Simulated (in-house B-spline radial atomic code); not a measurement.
A calculation on the neon ion Ne²⁺: its settings, and results tabulated from the run. Computed with a radial B-spline atomic code at the basis-set limit: non-relativistic SCAN, spin-polarised, spherical fractional occupations, point nucleus.

Command:
```bash
python run_scf.py task.json out
```
Settings:
```
Z                10
configuration    [He] 2s2 2p4
hamiltonian      nr
method           scan,scan
spin_polarised   True
```

Output (hartree, bohr):
```
 radial grid: 41 intervals, B-splines of order 8, outer radius 14.8148 bohr

 iter        energy (Eh)    residual
    1        -126.601692    2.03e-02
    2        -126.603042    1.38e-03
    3        -126.603054    6.83e-04
    4        -126.603056    3.69e-04
    5        -126.603058    4.89e-05
    6        -126.603058    1.38e-05
    7        -126.603058    1.31e-06
    8        -126.603058    2.49e-08

 total energy                      -126.60306
 kinetic                             126.3771
 electron-nucleus                   -292.9544
 Hartree                              51.2639
 exchange-correlation                -11.2896

 orbital      occ     eigenvalue          <r>       <r^2>       <1/r>       <r^4>     <1/r^3>       r_max
 1s up      1.000       -32.6527     0.158286    0.033804     9.59699  0.00298852           -      0.1029
 1s down    1.000       -32.5485     0.157673    0.033503     9.62217  0.00292636           -      0.1028
 2s up      1.000        -3.0368     0.820848     0.80425     1.77689     1.18978           -      0.6565
 2s down    1.000        -2.8194     0.839815    0.843921      1.7281     1.32535           -      0.6649
 2p up      3.000        -2.1398     0.796991    0.798666     1.65661     1.39668     14.8578      0.5794
 2p down    1.000        -1.8974     0.831941    0.876466     1.60147      1.7192      13.868      0.5961
```

Run time, properties included: 0.18 s on 1 thread of Arm Neoverse N1, on a shared host.
